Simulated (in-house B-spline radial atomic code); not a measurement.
Values are calculated unless marked as measured or tabulated.
# Stopping and range of 80 keV B in InSb

The pair potential comes from two frozen, spherical free-atom densities (PBE, B-spline radial code, scalar-relativistic past argon): electrostatics plus the change in Thomas-Fermi kinetic and Dirac exchange energy where they overlap, the recipe behind the universal ZBL potential, which averages such potentials (from solid-state densities) over many pairs. It is written V = (Z1 Z2 e²/r) φ(r/a), with e² = 14.3996 eV·Å and a = 0.46850 Å/(Z1^0.23 + Z2^0.23); ZBL's fit is φ = 0.18175 e^(−3.1998x) + 0.50986 e^(−0.94229x) + 0.28022 e^(−0.4029x) + 0.02817 e^(−0.20162x). Where φ falls below 4e-4 it is continued as an exponential.

The target is taken as amorphous, with density 5.77 g/cm³ (NSM archive of the Ioffe Institute); channelling is ignored. Masses: B 10.81, In 114.82, Sb 121.76 u. Nuclear stopping is S_n = 4π a Z1 Z2 e² M1/(M1 + M2) × s_n(ε), with s_n integrated over impact parameters for each pair. Electronic stopping is Lindhard and Scharff's S_e = Z1^(1/6) 8π e² a0 Z1 Z2/(Z1^(2/3) + Z2^(2/3))^(3/2) × v/v0, with a0 = 0.529177 Å and v = v0 at 24.801 keV/u; it misses the oscillations with Z1 seen in experiment, which reach tens of per cent. Compounds add by atom fraction.

```json
{"target atom": "In", "a (Å)": "0.12026", "ε at this energy": "2.492", "s_n, this pair": "0.2383", "s_n, ZBL potential": "0.2401"}
{"target atom": "Sb", "a (Å)": "0.11957", "ε at this energy": "2.393", "s_n, this pair": "0.2411", "s_n, ZBL potential": "0.2437"}
```

(1) What are the atom density and the stopping powers at entry?

Along the track:

| E (keV) | N S_n (eV/nm) | N S_e (eV/nm) |
| --- | --- | --- |
| 4 | 44.8 | 33.5 |
| 12 | 46.9 | 58.1 |
| 24 | 43.9 | 82.1 |
| 40 | 39.6 | 106 |
| 60 | 35.3 | 130 |
| 80 | 32 | 150 |

(2) Estimate the path length and the projected range.

Results:

(1) N = 5.77 × 0.602214/118.29 = 0.02938 atoms/Å³. For In: S_n = 458.8 × 0.2383 = 109.3 eV·Å², S_e = 1.7982 × √80000 = 508.6 eV·Å². For Sb: S_n = 449.9 × 0.2411 = 108.5 eV·Å², S_e = 1.8110 × √80000 = 512.2 eV·Å². Averaged over the target's atoms (half each) and times N × 10 Å/nm, the ion loses N S_n = 32 eV/nm to recoils and N S_e = 150 eV/nm to electrons; the nuclear share is 18 %.

(2) With continuous slowing down the path is the integral of dE/(N (S_n + S_e)). Trapezoids over the table give 557 nm, and the stretch below the first row, with stopping taken as √E, adds 2E/(N S) = 100 nm: 659 nm in all, against 629 nm on a fine grid from 5 eV. Deflections shorten the depth: to first order in the energy passed on, N (S_n + S_e) dR_p/dE = 1 − N S_n (M2/M1) R_p/(2E), summed over the target's atoms, and integrating this on the fine grid gives R_p = 222 nm, 0.35 of the path. Lindhard's rule of thumb R/(1 + M2/3M1), with mean M2/M1 = 10.94, gives 135 nm; it assumes that nuclear stopping leads, so it comes too short here. On the ZBL potential the same equation gives 221 nm, and the full integral equation, which keeps hard collisions, 227 nm.
